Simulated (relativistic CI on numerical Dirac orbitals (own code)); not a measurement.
Pd4+: 4d valence photoemission

Computed with this model: Dirac-Coulomb-Breit CI, separate exchange-only KLI orbitals for each configuration, model QED (radiative potential, 1s self-energy scaled to tabulated hydrogen-like ionisation energies), valence Slater integrals scaled by 0.9, multiplet model of photoemission in the sudden approximation; configurations [Kr] 4d6 → [Kr] 4d5; 300 K; Lorentzian 0.21 eV and Gaussian 0.5 eV FWHM. Energies are those of the free ion, without screening or charge transfer. The energies are binding energies and can lie tens of eV above those of solids. S is read from ⟨S²⟩ = S(S + 1).

Field parameters in Wybourne normalisation: Td as Oh with Dq negative (B⁴₀ = 21Dq, B⁴₄ = √(5/14) B⁴₀). The field is a parameter set, without covalency.

Computed curve for Td, 10Dq = -14550 cm⁻¹, scaled to 100 at the maximum (points under 2 are left out and the grid is thinned):

Energy (eV), Intensity and a bar:
```
     61.3        2.1 
     61.5        3.0 
     61.6        3.8 #
     61.8        7.4 ##
     61.9       11.4 ###
     62.1       30.4 #########
     62.2       46.7 ##############
     62.4       78.6 ########################
     62.5       82.7 #########################
     62.7       59.0 #################
     62.8       41.3 ############
     63.0       16.6 ####
     63.1       10.9 ###
     63.3        6.4 #
     63.4        5.7 #
     63.6        5.7 #
     63.7        6.3 #
     63.9        9.6 ##
     64.0       13.6 ####
     64.2       32.6 #########
     64.4       70.0 #####################
     64.5       88.8 ###########################
     64.7       99.8 ##############################
     64.8       89.6 ###########################
     65.0       65.1 ###################
     65.1       63.0 ###################
     65.3       81.5 ########################
     65.4       91.4 ###########################
     65.6       87.7 ##########################
     65.7       77.4 #######################
     65.9       64.9 ###################
     66.0       64.1 ###################
     66.2       57.4 #################
     66.3       49.7 ###############
     66.5       37.4 ###########
     66.6       36.1 ##########
     66.8       40.8 ############
     66.9       43.4 #############
     67.1       40.6 ############
     67.2       34.2 ##########
     67.4       19.2 #####
     67.6       11.5 ###
     67.7       10.7 ###
     67.9       11.6 ###
     68.0       12.5 ###
     68.2       14.5 ####
     68.3       15.8 ####
     68.5       19.1 #####
     68.6       21.2 ######
     68.8       23.1 ######
     68.9       21.4 ######
     69.1       14.2 ####
     69.2       10.7 ###
     69.4        6.8 #
     69.5        6.2 #
     69.7        6.0 #
     69.8        5.7 #
     70.0        4.4 #
     70.1        3.5 
     70.3        2.1
```

The ground state has S = 1.95, and the centroid lies at 65.24 eV.
